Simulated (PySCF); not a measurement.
Choosing a molecule for a target property.

Species are written as SMILES; each is one conformer at its optimised geometry, gas phase (atoms past krypton carry core potentials, spin–orbit coupling is left out). Electronic properties by PySCF.

The conformers computed, where there is a choice (atom-mapped SMILES and torsion angles):
- `[CH3:1][C:2](=[S:3])[GeH2:4][NH:5][GeH3:6]`: C1–C2–Ge4–N5 72°, C2–Ge4–N5–Ge6 -89°
- `[CH3:1][C:2](=[O:3])[GeH2:4][F:5]`: C1–C2–Ge4–F5 -1°
- `[CH2:1]=[CH:2][GeH2:3][S:4][GeH2:5][NH2:6]`: C1–C2–Ge3–S4 117°, C2–Ge3–S4–Ge5 79°, Ge3–S4–Ge5–N6 -51°, H–N6–Ge5–S4 -72°, H–N6–Ge5–S4 160°

(1) Wanted: HOMO–LUMO gap below 9.4 eV (wB97X-D/def2-SVPD) and vertical ionisation energy above 8.6 eV (ΔSCF wB97X-D/def2-SVPD), at PBE0-D3(BJ)/def2-SVP geometries. Which candidate meets both?
A. `[Cl][Ga]([Cl])[I]`
B. `C[C](=S)[GeH2][NH][GeH3]`
C. `C=[CH][GeH2][S][GeH2][NH2]`
D. `O=[C]([GeH2][F])C`

(2) Wanted: HOMO energy between -10.2 eV and -9.6 eV (wB97X-D/def2-SVPD) and lowest triplet excitation (Tamm–Dancoff) below 6 eV (TDA wB97X-D/def2-SVPD), at PBE0-D3(BJ)/def2-SVP geometries. Which candidate meets both?
A. `C[C]([GeH2][F])=O`
B. `[Cl][Ga]([Cl])[I]`
C. `C[C](=S)[GeH2][NH][GeH3]`
D. `[F][GeH2][C]#C[SiH3]`
E. `[H][Si]([H])([H])C`

(3) Wanted: electronic spatial extent ⟨r²⟩ about the centre of nuclear charge above 1800 bohr² (wB97X-D/def2-SVPD) and static isotropic polarisability above 70 au (wB97X-D/def2-SVPD), at PBE0-D3(BJ)/def2-SVP geometries. Which candidate meets both?
A. `C[C](=O)[GeH2][F]`
B. `[F][GeH2][C]#C[SiH3]`
C. `C[C](=S)[GeH2][NH][GeH3]`
D. `[H][Si]([H])([H])C`

(4) Wanted: dipole moment above 1 D (wB97X-D/def2-SVPD) and lowest singlet excitation below 4 eV (TDDFT wB97X-D/def2-SVPD), at PBE0-D3(BJ)/def2-SVP geometries. Which candidate meets both?
A. `C[SiH3]`
B. `C=[CH][GeH2][S][GeH2][NH2]`
C. `C[C](=O)[GeH2][F]`
D. `C[C](=S)[GeH2][NH][GeH3]`
E. `[Cl][Ga]([Cl])[I]`

## Answers

(1) A. Computed values:
| species | HOMO–LUMO gap | vertical ionisation energy |
| --- | --- | --- |
| C[C](=S)[GeH2][NH][GeH3] | 7.39 eV | 8.23 eV |
| [Cl][Ga]([Cl])[I] | 9.31 eV | 10.53 eV |
| O=[C]([GeH2][F])C | 9.52 eV | 9.51 eV |
| C=[CH][GeH2][S][GeH2][NH2] | 10.00 eV | 8.96 eV |

(2) B. Computed values:
```
                 species  HOMO energy  lowest triplet excitation (Tamm–Dancoff)
      [H][Si]([H])([H])C    -11.14 eV                                   8.26 eV
    [F][GeH2][C]#C[SiH3]    -10.26 eV                                   4.62 eV
       [Cl][Ga]([Cl])[I]    -10.12 eV                                   4.43 eV
       C[C]([GeH2][F])=O     -9.17 eV                                   3.10 eV
C[C](=S)[GeH2][NH][GeH3]     -8.03 eV                                   1.65 eV
```

(3) C. Computed values:
```csv
species,electronic spatial extent ⟨r²⟩ about the centre of nuclear charge,static isotropic polarisability
[H][Si]([H])([H])C,180 bohr²,43.1 au
C[C](=O)[GeH2][F],679 bohr²,58.0 au
[F][GeH2][C]#C[SiH3],1466 bohr²,81.2 au
C[C](=S)[GeH2][NH][GeH3],2126 bohr²,115.5 au
```

(4) D. Computed values:
| species | dipole moment | lowest singlet excitation |
| --- | --- | --- |
| C[C](=O)[GeH2][F] | 0.57 D | 3.69 eV |
| C[SiH3] | 0.78 D | 8.76 eV |
| [Cl][Ga]([Cl])[I] | 1.22 D | 4.84 eV |
| C[C](=S)[GeH2][NH][GeH3] | 2.17 D | 2.12 eV |
| C=[CH][GeH2][S][GeH2][NH2] | 2.46 D | 5.70 eV |
